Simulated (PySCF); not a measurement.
# Vertical excitation energies

C₇H₁₅GeN.
SMILES: `C/N=[CH]\[GeH]1[CH2]CCC[CH2]1`

Method: TDDFT PBE0/def2-SVPD, vertical, gas phase, core orbitals frozen in the response (PySCF). The structure is a single PBE0-D3(BJ)/def2-SVP conformer in the gas phase; no vibrational or solvent corrections. Relativistic effects, spin–orbit coupling among them, are left out although an element past zinc is present.

Task: Predict the UV-vis stick spectrum at this level.

Result: 

| state | E (eV) | λ (nm) | f | main configurations (H = HOMO, L = LUMO) |
| --- | --- | --- | --- | --- |
| S1 | 4.10 | 302.7 | 0.0001 | H→L (98%) |
| S2 | 5.88 | 210.7 | 0.034 | H-1→L (97%) |
| S3 | 6.29 | 197.2 | 0.022 | H→L+1 (72%), H→L+2 (20%) |
| S4 | 6.51 | 190.4 | 0.0051 | H→L+2 (48%), H-2→L (27%), H→L+1 (14%) |
| S5 | 6.61 | 187.6 | 0.0074 | H→L+3 (44%), H-2→L (24%), H→L+2 (17%) |
| S6 | 6.68 | 185.5 | 0.083 | H-2→L (39%), H→L+4 (26%), H→L+3 (15%) |
| S7 | 6.77 | 183.0 | 0.0030 | H→L+4 (55%), H→L+3 (30%) |
| S8 | 7.11 | 174.5 | 0.0028 | H-1→L+1 (94%) |
| S9 | 7.34 | 169.0 | 0.070 | H-3→L (50%), H→L+5 (27%) |
| S10 | 7.39 | 167.8 | 0.065 | H→L+5 (60%), H-3→L (18%) |

Triplets (Tamm–Dancoff): T1 3.32 eV, H→L (96%); T2 4.54 eV, H-3→L (40%), H-2→L (35%), H-1→L (14%); T3 5.77 eV, H-1→L (84%); T4 6.21 eV, H→L+1 (66%), H→L+2 (27%).

The lowest singlet lies at 4.10 eV (303 nm, ultraviolet) and is dark (f under 0.0005); its leading configuration is HOMO→LUMO (98%). The strongest level in the table is S6 at 6.68 eV (186 nm, f = 0.083). Löwdin shares by element: HOMO nitrogen 47%, carbon 24% or more, germanium 10% (atoms not listed hold the other 19%); LUMO carbon 32% or more, nitrogen 32%, germanium 13%, hydrogen 6% or more (atoms not listed hold the other 17%). The oscillator strengths of these states sum to 0.292; summed over the whole spectrum of an exact calculation they would give the number of electrons, 96 (Thomas–Reiche–Kuhn). The listed states span 3.29 eV, and the widest gap between neighbours is 1.79 eV (S1 to S2). Orbital energies (eV): HOMO-3 -8.79, HOMO-2 -8.25, HOMO-1 -7.57, HOMO -6.59, LUMO -0.67, LUMO+1 0.58, LUMO+2 0.93. No computed singlet lies in the visible range (380 to 750 nm); the lowest, at 303 nm, stands 0.83 eV above its violet end (3.26 eV). All these states lie below the vertical ionisation energy of 8.40 eV (ΔSCF). The window holds the lowest 10 singlets.

The run took 12 min on one thread, Arm Neoverse N1 (aarch64), shared host, and the process peaked at 1.4 GiB of memory.
